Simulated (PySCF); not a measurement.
# Polarisability and C₆ of Mn⁺ (manganese, charge +1)

[Ar] 3d5 4s1, high-spin 7S determinant. All numbers are calculated (PySCF 2.14, the non-relativistic Hamiltonian (point nucleus), in aug-cc-pVDZ (7s6p4d2f, 59 functions)). Coupled (time-dependent) response in atomic units; α is the mean over directions. A double-zeta set is small for polarisabilities.

```tsv
method	mean α (bohr³)	C₆ (like pair)	S(−4)
CAM-B3LYP	30.89	160.3	820.4
```

S(−4) is the Cauchy moment in α(ω) = α(0) + S(−4) ω² + …

α(iu) at CAM-B3LYP:

```csv
u (hartree),α(iu) (bohr³)
0,30.89
0.0500,28.99
0.100,24.61
0.200,16.02
0.300,10.83
0.500,6.130
0.750,3.871
1.00,2.802
1.50,1.762
2.00,1.248
3.00,0.7383
5.00,0.3455
```

A single London oscillator, α(iu) = α/(1 + u²/ω²), gives C₆ = (3/4) ω α². Matching the computed C₆ needs ω = 4 × 160.3 / (3 × 30.89²) = 0.224 hartree.

For an ion, C₆ is the dispersion term alone; charge-induced terms of lower order in 1/R come first.
